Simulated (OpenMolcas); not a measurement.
CH7AlOSi (SMILES [CH3][AlH][O][SiH3]): methods side by side

CH7AlOSi has 11 atoms, charge 0, and is taken as a singlet. As SMILES, `[CH3][AlH][O][SiH3]`. The shape is that of a PBE0-D4/def2-TZVP optimisation. This is one conformer, not always the lowest.

Quantity: the HOMO–LUMO gap, in eV. The values are calculated.

```json
{"level": "HF/cc-pVDZ", "kind": "Hartree–Fock", "program": "OpenMolcas", "value (eV)": "13.08", "CPU time": "8.4 s"}
{"level": "SVWN5/cc-pVDZ", "kind": "LDA", "program": "OpenMolcas", "value (eV)": "4.91", "CPU time": "27 s"}
{"level": "BLYP/cc-pVDZ", "kind": "GGA", "program": "OpenMolcas", "value (eV)": "5.04", "CPU time": "38 s"}
{"level": "revPBE/cc-pVDZ", "kind": "GGA", "program": "OpenMolcas", "value (eV)": "5.10", "CPU time": "38 s"}
{"level": "TPSS/cc-pVDZ", "kind": "meta-GGA", "program": "OpenMolcas", "value (eV)": "5.38", "CPU time": "50 s"}
{"level": "r2SCAN/cc-pVDZ", "kind": "meta-GGA", "program": "OpenMolcas", "value (eV)": "5.72", "CPU time": "47 s"}
{"level": "B3LYP/cc-pVDZ", "kind": "global hybrid", "program": "OpenMolcas", "value (eV)": "6.72", "CPU time": "37 s"}
{"level": "M06-2X/cc-pVDZ", "kind": "hybrid meta-GGA", "program": "OpenMolcas", "value (eV)": "8.95", "CPU time": "50 s"}
```

The values span 4.91 to 13.08 eV. Orbital gaps aren't excitation energies; they tend to grow with the share of exact exchange. CPU times are rough (shared hosts, several kinds of processor and program).
